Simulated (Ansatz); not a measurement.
Gas-phase reaction in SMILES: [SiH3][Si](Cl)(Cl)Cl → [SiH2][Si](Cl)(Cl)Cl + H atom (the H-Si bond at the site shown breaks; other sites are not compared here)
Structures are relaxed separately at B3LYP-D3(BJ)/def2-TZVP in Ansatz (an electronic-structure program), one conformer each, not searched for the lowest.
Geometry of the first species:
```xyz
8

Si    -2.2044     0.1564    -0.5742
Si     0.0475    -0.0034     0.0124
Cl     0.9774    -1.4810    -1.0731
Cl     0.2477    -0.4492     2.0093
Cl     1.0201     1.7710    -0.3513
H     -2.8575    -1.1389    -0.2842
H     -2.8218     1.2369     0.2256
H     -2.2920     0.4675    -2.0178
```
Charge 0, spin multiplicity 1.

Property: bond dissociation energy (electronic energy difference), in kcal/mol. Valence correlation only, unless marked. Open shells are spin-unrestricted. Spin-orbit coupling is left out. Non-relativistic unless marked X2C. Basis-set limits of correlation are two-point, X^-3; Hartree-Fock from the larger set.

| level | program | bond dissociation energy (kcal/mol) |
|---|---|---|
| PBE/def2-TZVPD | Ansatz | (withheld) |
| r2SCAN/def2-TZVPD | Ansatz | 89.1 |
| PBE0/STO-3G | Ansatz | 122.9 |
| PBE0/6-31G* | Ansatz | 89.3 |
| PBE0/def2-TZVP | Ansatz | 89.0 |
| BHLYP-D3(BJ)/def2-TZVPD | Ansatz + dftd3 | 92.8 |
| BHLYP-D4/def2-TZVPD | Ansatz + dftd4 | 92.6 |
| r2SCANh-D4/def2-TZVPD | Ansatz + dftd4 | 89.3 |
| wB97X-V/def2-TZVPD | Ansatz | 94.3 |
| B2GP-PLYP-D3(BJ)/def2-TZVPD | Ansatz + dftd3 | 91.6 |
| SCS-MP2/STO-3G | Ansatz | 112.2 |
| SCS-MP2/6-31G* | Ansatz | 83.9 |
| SCS-MP2/cc-pV(D+d)Z | Ansatz | 89.6 |
| X2C-CCSD(T)/cc-pVTZ-DK | Ansatz | (withheld) |
| CCSD(T)/CBS(cc-pV(T+d)Z,cc-pV(Q+d)Z) | Ansatz | 94.1 |

### Question
Complete the blanks.

### Answer

- PBE/def2-TZVPD, bond dissociation energy (kcal/mol): 88.1
- X2C-CCSD(T)/cc-pVTZ-DK, bond dissociation energy (kcal/mol): 92.1
